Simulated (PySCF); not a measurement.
Lu⁺ (lutetium, charge +1) across methods

[Xe] 4f14 6s1 6p1, 6s spin antiparallel (an excited configuration). All numbers are calculated (PySCF 2.14, the spin-free X2C one-electron Hamiltonian (Gaussian nucleus), in x2c-TZVPPall).

| method | E (hartree) | mean ε 4f α (eV) | mean ε 6s β (eV) | mean ε 6p α (eV) | Σ⟨r²⟩ (bohr²) | ⟨S²⟩ |
| --- | --- | --- | --- | --- | --- | --- |
| PBE | -14563.11 | -19.609 | -11.921 | -7.591 | 63.60 | 1.000 |
| UHF | -14558.03625 | -32.771 | -13.923 | -8.759 | 67.34 | 1.000 |
| B3LYP | -14563.40 | -22.410 | -12.535 | -7.860 | 64.04 | 1.000 |
| BLYP | -14564.03 | -19.453 | -11.872 | -7.365 | 63.76 | 1.000 |
| PBE0 | -14562.87 | -23.062 | -12.569 | -8.041 | 64.05 | 1.000 |
| r2SCANh | -14563.11 | -21.058 | -12.382 | -7.830 | 63.97 | 1.000 |
| LDA | -14553.49 | -20.025 | -12.173 | -7.495 | 63.41 | 1.000 |
| r2SCAN | -14563.21 | -19.668 | -12.119 | -7.665 | 63.80 | 1.000 |

Spin-orbit coupling, absent here, splits the open shell strongly. With the s spin flipped the determinant is a mixture of two multiplicities, not a spectroscopic state.
